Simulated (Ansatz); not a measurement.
One geometry of the cluster Mo₂O₂⁺, several levels of theory.

```yaml
crystal:
  periodic: [false, false, false]
  atoms:
    - {symbol: Mo, position_ang: [-0.033906, -1.468933, -0.104598]}
    - {symbol: Mo, position_ang: [0.031447, 1.361111, 0.096901]}
    - {symbol: O, position_ang: [-0.608029, 0.145279, -1.081801]}
    - {symbol: O, position_ang: [0.610488, -0.037457, 1.089498]}
basis:
  gaussian: {orbitals: STO-3G}
total_charge: 1
magnetization: {spin_polarized: true, initial_magnetization: 1}
hamiltonian: {xc: hf}
scf: {omitted_lower_state_checks: [starts]}
output: {orbitals: {seedname: orbitals}}
```

The file start.molden holds the orbitals of an earlier run on this structure, at another level or in another basis.

```sh
$ ansatz run in.yaml --threads 4 --pin off --events-out ev --progress --plain --max-ram 3916MiB
```

It prints (some lines left out):

```
Functional definition: HF
826 factors; integrals over basis functions are off by at most 1.7e-4 eV
mean field evaluation 1: about -218201.1162 eV, gradient 4.3e1 eV
mean field evaluation 2: about -218201.2380 eV, gradient 4.3e1 eV
mean field evaluation 4: about -218214.9664 eV, gradient 9.3e0 eV
mean field evaluation 8: about -218217.1504 eV, gradient 2.2e0 eV
mean field evaluation 16: about -218217.6214 eV, gradient 1.1e0 eV
mean field evaluation 32: about -218221.7218 eV, gradient 6.6e-4 eV
mean field -218221.72178403 eV, -8019.5003595676 hartree, gradient 7.4e-6 eV, S^2 4.224216; 0 other end points of the search recorded, 0 dependent functions left out
reference -218221.72178403 eV, -8019.5003595676 hartree; 50, 49 occupied and 14, 15 virtual orbitals, 826 factors
Total energy: -218221.72178403 eV, -8019.5003595676 hartree
Checks for a lower state left out: starts
```

Run time 4 s (4 threads of Arm Neoverse V2 on a shared host).

First input, but with `gaussian: {orbitals: def2-TZVP, initial_orbitals: start.molden}`, `hamiltonian: {xc: {name: LC-wPBE}}` (abridged; 8.5 s):

```
Functional definition: LC-wPBE
mean field -7798.23383175 eV, -286.5798074842 hartree, gradient 8.7e-6 eV, S^2 3.655354
Total energy: -7798.23383176 eV, -286.5798074846 hartree
Checks for a lower state left out: starts
```

First input, but with `gaussian: {orbitals: def2-TZVP, initial_orbitals: start.molden}`, `correlation: {method: ccsd_t}`, `scf: {omitted_lower_state_checks: [starts, cluster_reference]}` and without the key `hamiltonian` (abridged; 66 s):

```
Functional definition: HF
mean field -7747.20888770 eV, -284.7046753762 hartree, gradient 2.4e-6 eV, S^2 3.774051
2 core orbitals not correlated: weight in the atoms' cores, before any rotation towards them, 1.000 or more for the frozen orbitals, at most 0.000 for the correlated occupied ones
second order -31.23514612 eV of doubles, -0.00000000 eV of singles
cycle   1  -28.76654205 eV  change     2.5e0 eV  update   2.5e-1
cycle   2  -30.00823062 eV  change    -1.2e0 eV  update   1.5e-1
cycle   3  -30.32095464 eV  change   -3.1e-1 eV  update   5.5e-2
cycle   4  -30.36019858 eV  change   -3.9e-2 eV  update   2.8e-2
cycle   5  -30.34151721 eV  change    1.9e-2 eV  update   1.3e-2
cycle   6  -30.35181870 eV  change   -1.0e-2 eV  update   7.5e-3
cycle   7  -30.35695834 eV  change   -5.1e-3 eV  update   3.7e-3
cycle   8  -30.35916789 eV  change   -2.2e-3 eV  update   2.0e-3
cycle   9  -30.36013944 eV  change   -9.7e-4 eV  update   1.1e-3
cycle  10  -30.36019543 eV  change   -5.6e-5 eV  update   6.7e-4
cycle  11  -30.35933412 eV  change    8.6e-4 eV  update   4.0e-4
cycle  12  -30.35936980 eV  change   -3.6e-5 eV  update   2.8e-4
cycle  13  -30.35956376 eV  change   -1.9e-4 eV  update   1.8e-4
cycle  14  -30.35969157 eV  change   -1.3e-4 eV  update   1.1e-4
cycle  15  -30.35983724 eV  change   -1.5e-4 eV  update   6.2e-5
cycle  16  -30.35977358 eV  change    6.4e-5 eV  update   3.8e-5
cycle  17  -30.35977601 eV  change   -2.4e-6 eV  update   2.6e-5
perturbative correction -1.53179514 eV, -0.0562924331 hartree
Total energy: -7779.10045885 eV, -285.8766689992 hartree
Checks for a lower state left out: starts, cluster_reference
```

First input, but with `gaussian: {orbitals: def2-TZVP, initial_orbitals: start.molden}`, `hamiltonian: {xc: {name: B3LYP}, dispersion: d4}` (abridged; 8 s):

```
Functional definition: B3LYP
mean field -7801.30299039 eV, -286.6925969836 hartree, gradient 4.1e-6 eV, S^2 3.484716
Total energy: -7801.54452452 eV, -286.7014731992 hartree
Checks for a lower state left out: starts
```

As the first input, with `gaussian: {orbitals: def2-TZVP, initial_orbitals: start.molden}`, `hamiltonian: {xc: pbe, dispersion: d4}`, `output: {forces: true, orbitals: {seedname: orbitals}}` (abridged; 3.6 s):

```
Functional definition: PBE
mean field -7797.87447038 eV, -286.5666011972 hartree, gradient 4.4e-6 eV, S^2 3.270357
Total energy: -7798.01878486 eV, -286.5719046567 hartree
Atom 0 force     0.005323     0.230437     0.016406 eV/Å
Atom 1 force     0.016236     0.702026     0.049971 eV/Å
Atom 2 force    -0.095401    -0.453541    -0.183977 eV/Å
Atom 3 force     0.073842    -0.478922     0.117600 eV/Å
Dipole moment:    -0.000301    -0.013974    -0.001007 e Å
Checks for a lower state left out: starts
```

As the first input, with `gaussian: {orbitals: def2-SVP, initial_orbitals: start.molden}`, `hamiltonian: {xc: pbe, dispersion: d4}` (abridged; 2.2 s):

```
Functional definition: PBE
mean field -7791.73628693 eV, -286.3410271162 hartree, gradient 5.6e-6 eV, S^2 3.249320
Total energy: -7791.88059694 eV, -286.3463304111 hartree
Checks for a lower state left out: starts
```

Geometry: PBE0-D4/def2-TZVP.

In the def2 sets Mo takes a core potential, while STO-3G treats all electrons; there is no spin–orbit coupling. LC-ωPBE has ω = 0.4 bohr⁻¹. B3LYP takes the VWN-RPA correlation. Correlated methods freeze 2 core orbitals; core or outer-core shells of Mo are correlated, in sets that lack core-valence functions. At HF/STO-3G, LC-ωPBE/def2-TZVP, CCSD(T)/def2-TZVP, B3LYP-D4/def2-TZVP and others the charge 1 doublet is spin-contaminated (final ⟨S²⟩ up to 4.22, 0.75 for a pure state). The geometry of the doublet was relaxed on an unsound state (⟨S²⟩ 3.57, where a pure state has 0.75). The order of the spin states hangs on the level: the quartet lies 0.45 eV below the doublet at PBE-D4/def2-TZVP, but 0.66 eV above it at LC-ωPBE/def2-TZVP. The doublet is doubtful at PBE-D4/def2-TZVP (⟨S²⟩ 3.27, where a pure state has 0.75). The doublet is doubtful at LC-ωPBE/def2-TZVP (⟨S²⟩ 3.66, where a pure state has 0.75). The quartet is doubtful at LC-ωPBE/def2-TZVP (⟨S²⟩ 4.75, where a pure state has 3.75). The structure comes from a short search, and lower isomers may exist.
